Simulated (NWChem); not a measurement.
System meant: C$_{3}$H$_{4}$N$_{2}$O; SMILES C1=NCN=CO1

Input file for NWChem:

```
start job
memory heap 200 mb stack 900 mb global 1100 mb
geometry units angstroms noautoz
  C      0.000000    -1.152552     0.625573
  N      0.000000    -1.231942    -0.626332
  C      0.000000     0.000000    -1.386451
  N      0.000000     1.231942    -0.626332
  C      0.000000     1.152552     0.625573
  O      0.000000     0.000000     1.365331
  H      0.000000    -2.032650     1.279332
  H      0.878002     0.000000    -2.056684
  H     -0.878002     0.000000    -2.056684
  H      0.000000     2.032650     1.279332
end
basis spherical
  C library def2-svp
  N library def2-svp
  O library def2-svp
  H library def2-svp
end
dft
  odft
  mult 2
  xc pbe0
  iterations 150
  mulliken
end
task dft energy
```

End of the output:

```
 Summary of "ao basis" -> "" (spherical)
 ------------------------------------------------------------------------------
       Tag                 Description            Shells   Functions and Types
 ---------------- ------------------------------  ------  ---------------------
 C                          def2-svp                 6       14   3s2p1d
 N                          def2-svp                 6       14   3s2p1d
 O                          def2-svp                 6       14   3s2p1d
 H                          def2-svp                 3        5   2s1p

                                 NWChem DFT Module
                                 -----------------

 Summary of "ao basis" -> "ao basis" (spherical)
 ------------------------------------------------------------------------------
       Tag                 Description            Shells   Functions and Types
 ---------------- ------------------------------  ------  ---------------------
 C                          def2-svp                 6       14   3s2p1d
 N                          def2-svp                 6       14   3s2p1d
 O                          def2-svp                 6       14   3s2p1d
 H                          def2-svp                 3        5   2s1p

      Symmetry analysis of basis
      --------------------------

        a1         42
        a2         12
        b1         19
        b2         31

  number of electrons :                   44
  multiplicity        :                    2
 ------------------------------------------------------------------------
  no. of electrons and multiplicity not compatible                  44
 ------------------------------------------------------------------------
 ------------------------------------------------------------------------
  current input line :
    28: task dft energy
 ------------------------------------------------------------------------
 ------------------------------------------------------------------------
 There is an error in the input file
 ------------------------------------------------------------------------
 For more information see the NWChem manual at https://nwchemgit.github.io

0: no. of electrons and multiplicity not compatible:Received an Error in Communication
```

What is wrong, and how is it mended?

The input was rejected before any calculation. Cause: the multiplicity doesn't fit the number of electrons (an even count wants an odd multiplicity, and the reverse). This input runs:
```
start job
memory heap 200 mb stack 900 mb global 1100 mb
geometry units angstroms noautoz
  C      0.000000    -1.152552     0.625573
  N      0.000000    -1.231942    -0.626332
  C      0.000000     0.000000    -1.386451
  N      0.000000     1.231942    -0.626332
  C      0.000000     1.152552     0.625573
  O      0.000000     0.000000     1.365331
  H      0.000000    -2.032650     1.279332
  H      0.878002     0.000000    -2.056684
  H     -0.878002     0.000000    -2.056684
  H      0.000000     2.032650     1.279332
end
basis spherical
  C library def2-svp
  N library def2-svp
  O library def2-svp
  H library def2-svp
end
dft
  xc pbe0
  iterations 150
  mulliken
end
task dft energy
```
It converges to -300.85369 Ha (PBE0/def2-SVP).
